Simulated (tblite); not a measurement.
A geometry optimisation, step by step.

Compound: C5H9F3OSi.
Numbering: `[CH2:1]=[C:2]([CH3:3])[SiH2:4][C@@H:5]([F:6])[O:7][CH:8]([F:9])[F:10]` (hydrogens: H11, H12 on C1; H13, H14, H15 on C3; H16, H17 on Si4; H18 on C5; H19 on C8)

Computed with GFN2-xTB (tblite), gas phase: L-BFGS steps from a force-field or distance-geometry start until the largest atomic force falls under 0.01 eV/Å. 10 of its 83 geometries are shown.

Step 0: E = -959.1596 eV, largest atomic force 2.107 eV/Å
```
atom  x, y, z in Å  |  force x, y, z in eV/Å
C1     -2.711   -1.178   -0.947   -0.117   0.051  -0.147
C2     -1.401   -0.928   -0.932   -0.061   0.043   0.231
C3     -0.630   -0.513   -2.149   -0.482   0.378  -0.584
Si4    -0.368   -1.116    0.635   -0.794  -1.907  -0.174
C5      0.674    0.400    1.014    0.667   0.626  -0.973
F6      1.309    0.198    2.193    0.227  -0.019   0.821
O7      1.685    0.724    0.050    0.082   0.844   1.220
C8      2.408    1.865    0.478   -0.831  -0.975  -1.673
F9      3.301    2.148   -0.500   -0.470  -0.081   0.658
F10     1.539    2.904    0.546    0.507  -0.009   0.100
H11    -3.275   -1.494   -0.067    0.398   0.194  -0.375
H12    -3.300   -1.071   -1.860    0.210  -0.085   0.277
H13    -1.291   -0.495   -3.028    0.141  -0.033   0.166
H14     0.189   -1.199   -2.369   -0.040   0.168   0.213
H15    -0.237    0.510   -2.033    0.036  -0.476   0.074
H16     0.480   -2.334    0.497   -0.023   0.459   0.074
H17    -1.305   -1.385    1.774    0.442   0.336  -0.252
H18    -0.003    1.248    1.133    0.084   0.382   0.240
H19     2.926    1.726    1.430    0.024   0.105   0.103
```

Step 9: E = -959.4185 eV, largest atomic force 0.217 eV/Å
```
atom  x, y, z in Å  |  force x, y, z in eV/Å
C1     -2.711   -1.167   -0.972    0.054  -0.011   0.026
C2     -1.402   -0.931   -0.948    0.072   0.017   0.020
C3     -0.656   -0.500   -2.178    0.002  -0.051   0.095
Si4    -0.365   -1.192    0.616   -0.149  -0.102  -0.053
C5      0.658    0.403    1.033   -0.036   0.027   0.030
F6      1.272    0.180    2.254    0.057  -0.037   0.059
O7      1.647    0.727    0.097    0.045  -0.026  -0.024
C8      2.369    1.830    0.443    0.007   0.013   0.075
F9      3.260    2.086   -0.520   -0.049  -0.105   0.022
F10     1.579    2.934    0.529    0.032  -0.060  -0.073
H11    -3.237   -1.478   -0.084   -0.029   0.008  -0.100
H12    -3.299   -1.064   -1.875    0.064   0.016   0.128
H13    -1.307   -0.487   -3.051    0.080   0.026   0.044
H14     0.174   -1.184   -2.349   -0.021   0.040  -0.106
H15    -0.230    0.491   -2.024   -0.033  -0.034  -0.054
H16     0.565   -2.329    0.497   -0.044   0.212   0.009
H17    -1.247   -1.322    1.790    0.128  -0.011  -0.088
H18     0.021    1.281    1.195   -0.167   0.049   0.109
H19     2.898    1.732    1.412   -0.014   0.029  -0.118
```

Step 18: E = -959.4555 eV, largest atomic force 0.122 eV/Å
```
atom  x, y, z in Å  |  force x, y, z in eV/Å
C1     -2.691   -1.161   -0.972    0.019   0.009  -0.041
C2     -1.381   -0.935   -0.956    0.019   0.015   0.033
C3     -0.646   -0.499   -2.194   -0.009  -0.013   0.097
Si4    -0.366   -1.177    0.620   -0.061  -0.093  -0.007
C5      0.611    0.417    1.097    0.013   0.002   0.045
F6      1.255    0.154    2.296    0.045   0.015   0.055
O7      1.580    0.715    0.137    0.038   0.028  -0.023
C8      2.346    1.800    0.425    0.023   0.082   0.005
F9      3.235    1.967   -0.559   -0.013  -0.051  -0.054
F10     1.596    2.933    0.455   -0.014   0.025  -0.040
H11    -3.237   -1.482   -0.099    0.073   0.040  -0.044
H12    -3.274   -1.033   -1.873   -0.012  -0.018   0.007
H13    -1.312   -0.472   -3.057    0.067   0.032   0.065
H14     0.185   -1.172   -2.405   -0.069  -0.007   0.011
H15    -0.217    0.490   -2.034   -0.036  -0.005  -0.047
H16     0.643   -2.229    0.485    0.001   0.015  -0.007
H17    -1.205   -1.342    1.812   -0.039  -0.099  -0.059
H18    -0.025    1.286    1.304    0.013   0.088  -0.008
H19     2.893    1.748    1.384   -0.060  -0.066   0.013
```

Step 27: E = -959.4741 eV, largest atomic force 0.073 eV/Å
```
atom  x, y, z in Å  |  force x, y, z in eV/Å
C1     -2.672   -1.149   -0.980   -0.005   0.014   0.022
C2     -1.363   -0.917   -0.947   -0.011   0.022   0.008
C3     -0.631   -0.485   -2.185   -0.032   0.003   0.028
Si4    -0.367   -1.174    0.640   -0.013  -0.034  -0.048
C5      0.586    0.432    1.156   -0.010  -0.008   0.009
F6      1.267    0.170    2.334    0.002   0.009  -0.003
O7      1.524    0.711    0.158   -0.002   0.040  -0.012
C8      2.321    1.783    0.399    0.033   0.040  -0.018
F9      3.212    1.873   -0.593    0.045  -0.043  -0.036
F10     1.617    2.946    0.372   -0.068  -0.025  -0.008
H11    -3.217   -1.470   -0.109   -0.007   0.008   0.004
H12    -3.254   -1.024   -1.881    0.031  -0.014   0.015
H13    -1.310   -0.448   -3.035    0.034   0.010  -0.009
H14     0.178   -1.179   -2.412   -0.015   0.058   0.034
H15    -0.196    0.503   -2.042    0.043  -0.049   0.013
H16     0.695   -2.166    0.467   -0.001  -0.015   0.000
H17    -1.234   -1.462    1.788    0.014  -0.003  -0.026
H18    -0.026    1.317    1.373   -0.032  -0.003   0.004
H19     2.859    1.748    1.362   -0.004  -0.010   0.022
```

Step 36: E = -959.4787 eV, largest atomic force 0.053 eV/Å
```
atom  x, y, z in Å  |  force x, y, z in eV/Å
C1     -2.673   -1.138   -0.973    0.026  -0.001   0.005
C2     -1.366   -0.902   -0.937    0.023  -0.006  -0.031
C3     -0.625   -0.473   -2.170    0.023   0.000  -0.008
Si4    -0.359   -1.183    0.638   -0.036  -0.020  -0.033
C5      0.575    0.431    1.166   -0.003  -0.033   0.016
F6      1.269    0.181    2.338   -0.011   0.002   0.016
O7      1.505    0.710    0.159   -0.022   0.027  -0.011
C8      2.310    1.780    0.384    0.022   0.009  -0.018
F9      3.213    1.836   -0.599    0.013  -0.004  -0.040
F10     1.611    2.944    0.324   -0.011  -0.014  -0.002
H11    -3.218   -1.458   -0.101   -0.012   0.003  -0.022
H12    -3.248   -1.026   -1.881    0.004   0.020   0.039
H13    -1.287   -0.421   -3.032   -0.009   0.011   0.031
H14     0.178   -1.175   -2.390    0.013  -0.011   0.009
H15    -0.166    0.503   -2.021   -0.004  -0.001   0.034
H16     0.712   -2.165    0.454   -0.024   0.013  -0.005
H17    -1.233   -1.500    1.770    0.015  -0.003   0.021
H18    -0.050    1.308    1.388    0.028  -0.009  -0.034
H19     2.842    1.757    1.351   -0.035   0.017   0.034
```

Step 46: E = -959.4844 eV, largest atomic force 0.062 eV/Å
```
atom  x, y, z in Å  |  force x, y, z in eV/Å
C1     -2.670   -1.118   -0.967    0.009   0.010   0.002
C2     -1.358   -0.906   -0.927    0.001   0.006  -0.004
C3     -0.595   -0.459   -2.138    0.006   0.012  -0.006
Si4    -0.358   -1.210    0.643    0.001  -0.012  -0.007
C5      0.564    0.415    1.161   -0.041  -0.024   0.018
F6      1.256    0.187    2.339    0.002   0.022  -0.026
O7      1.487    0.696    0.149   -0.045   0.012   0.030
C8      2.282    1.775    0.354    0.013  -0.020  -0.006
F9      3.209    1.786   -0.608    0.042   0.040  -0.005
F10     1.590    2.939    0.230   -0.037  -0.041  -0.029
H11    -3.217   -1.442   -0.098   -0.015  -0.008  -0.015
H12    -3.249   -0.979   -1.867    0.019   0.019  -0.002
H13    -1.246   -0.361   -3.004    0.002   0.003   0.010
H14     0.199   -1.167   -2.368   -0.025  -0.024  -0.006
H15    -0.115    0.499   -1.944   -0.018   0.021  -0.006
H16     0.715   -2.177    0.418    0.028  -0.028   0.019
H17    -1.208   -1.549    1.785   -0.001  -0.001   0.020
H18    -0.076    1.284    1.368    0.035   0.003  -0.006
H19     2.780    1.793    1.339    0.024   0.009   0.020
```

Step 55: E = -959.4885 eV, largest atomic force 0.061 eV/Å
```
atom  x, y, z in Å  |  force x, y, z in eV/Å
C1     -2.663   -1.097   -0.965   -0.021   0.001   0.003
C2     -1.349   -0.910   -0.913   -0.026   0.016   0.003
C3     -0.581   -0.445   -2.115    0.000   0.003   0.006
Si4    -0.349   -1.240    0.654   -0.001   0.016  -0.014
C5      0.561    0.401    1.153   -0.013  -0.036   0.024
F6      1.248    0.200    2.337    0.012   0.000  -0.009
O7      1.491    0.670    0.141   -0.016   0.004   0.052
C8      2.262    1.770    0.334    0.004  -0.012   0.012
F9      3.221    1.778   -0.598   -0.017   0.018  -0.021
F10     1.542    2.910    0.154    0.016  -0.017  -0.021
H11    -3.228   -1.441   -0.116    0.006  -0.001   0.028
H12    -3.233   -0.916   -1.864    0.011   0.002  -0.022
H13    -1.230   -0.316   -2.979   -0.004  -0.012   0.022
H14     0.196   -1.168   -2.360    0.008   0.020  -0.027
H15    -0.089    0.501   -1.901    0.016  -0.006  -0.015
H16     0.724   -2.208    0.424    0.008   0.005   0.019
H17    -1.185   -1.580    1.807    0.000   0.008  -0.015
H18    -0.082    1.273    1.345    0.027  -0.031  -0.045
H19     2.734    1.827    1.330   -0.010   0.023   0.020
```

Step 64: E = -959.4913 eV, largest atomic force 0.049 eV/Å
```
atom  x, y, z in Å  |  force x, y, z in eV/Å
C1     -2.659   -1.081   -0.963    0.003  -0.020  -0.001
C2     -1.343   -0.904   -0.906   -0.005  -0.009  -0.006
C3     -0.576   -0.434   -2.107   -0.004  -0.006  -0.011
Si4    -0.343   -1.256    0.657    0.008   0.026   0.006
C5      0.570    0.382    1.155   -0.015  -0.005   0.009
F6      1.245    0.201    2.350   -0.020   0.005  -0.013
O7      1.512    0.643    0.153   -0.005   0.018   0.045
C8      2.251    1.767    0.327    0.008  -0.003  -0.007
F9      3.219    1.773   -0.595    0.014   0.021   0.000
F10     1.506    2.884    0.102    0.016  -0.044   0.006
H11    -3.231   -1.431   -0.120    0.017   0.010   0.018
H12    -3.221   -0.889   -1.865    0.007   0.007   0.011
H13    -1.237   -0.295   -2.959    0.016   0.026  -0.007
H14     0.191   -1.161   -2.371    0.002   0.002   0.004
H15    -0.070    0.505   -1.890   -0.018  -0.015  -0.011
H16     0.735   -2.222    0.443   -0.008  -0.010  -0.011
H17    -1.184   -1.591    1.807   -0.009   0.001  -0.006
H18    -0.079    1.254    1.320    0.022  -0.016   0.009
H19     2.706    1.866    1.329   -0.028   0.013  -0.036
```

Step 73: E = -959.4937 eV, largest atomic force 0.031 eV/Å
```
atom  x, y, z in Å  |  force x, y, z in eV/Å
C1     -2.647   -1.064   -0.952    0.001   0.004   0.000
C2     -1.329   -0.904   -0.902   -0.004   0.020  -0.002
C3     -0.565   -0.421   -2.100    0.005   0.007  -0.010
Si4    -0.334   -1.275    0.659    0.006   0.014   0.003
C5      0.576    0.361    1.167   -0.009  -0.004  -0.001
F6      1.222    0.199    2.379    0.006   0.011  -0.021
O7      1.539    0.604    0.180    0.000   0.005   0.031
C8      2.234    1.761    0.310   -0.004   0.002   0.003
F9      3.224    1.762   -0.588    0.003  -0.012   0.007
F10     1.453    2.835    0.010   -0.006  -0.003   0.002
H11    -3.216   -1.407   -0.104    0.002  -0.014  -0.008
H12    -3.210   -0.856   -1.850   -0.018   0.001   0.014
H13    -1.229   -0.246   -2.944    0.001  -0.010  -0.008
H14     0.189   -1.152   -2.387    0.001  -0.006  -0.003
H15    -0.045    0.505   -1.866    0.007   0.001  -0.001
H16     0.738   -2.246    0.442    0.002  -0.007  -0.006
H17    -1.193   -1.614    1.794    0.004   0.001   0.008
H18    -0.076    1.236    1.305    0.017  -0.007  -0.004
H19     2.659    1.932    1.315   -0.011  -0.003  -0.003
```

Step 82: E = -959.4944 eV, largest atomic force 0.009 eV/Å
```
atom  x, y, z in Å  |  force x, y, z in eV/Å
C1     -2.645   -1.056   -0.948   -0.001  -0.005   0.001
C2     -1.326   -0.897   -0.902   -0.002   0.003  -0.001
C3     -0.561   -0.415   -2.100   -0.001  -0.001  -0.002
Si4    -0.331   -1.278    0.658   -0.001   0.002  -0.003
C5      0.578    0.355    1.171   -0.001  -0.001  -0.002
F6      1.220    0.202    2.388   -0.004  -0.003  -0.006
O7      1.548    0.591    0.190    0.004   0.003   0.008
C8      2.227    1.758    0.307   -0.002   0.002   0.000
F9      3.227    1.754   -0.580    0.007   0.000   0.005
F10     1.434    2.815   -0.022    0.000   0.005  -0.006
H11    -3.208   -1.410   -0.101    0.000   0.001   0.005
H12    -3.216   -0.842   -1.839    0.007   0.002  -0.002
H13    -1.223   -0.234   -2.944   -0.007   0.001   0.003
H14     0.187   -1.151   -2.391    0.003  -0.004   0.005
H15    -0.032    0.506   -1.864   -0.001   0.001  -0.004
H16     0.736   -2.253    0.437    0.002   0.002  -0.005
H17    -1.190   -1.620    1.794    0.000   0.001   0.003
H18    -0.072    1.231    1.300    0.003  -0.003  -0.001
H19     2.637    1.954    1.313   -0.003  -0.005   0.002
```

**Question.** Summarise the path.

**Answer.** The energy falls by 0.3347 eV from step 0 to step 82; nine tenths of that is first reached at step 21. It falls at every step. The largest force goes from 2.107 to 0.009 eV/Å. Among the bonds O7–C8 changes most (a near tie, within 0.001 Å, with another), from 1.416 to 1.356 Å; the atoms move by 0.266 Å rms after alignment.

The cost below is that of the whole relaxation. The run took 1.2 s wall on one thread, Arm Neoverse N1 (aarch64), no GPU, shared host.
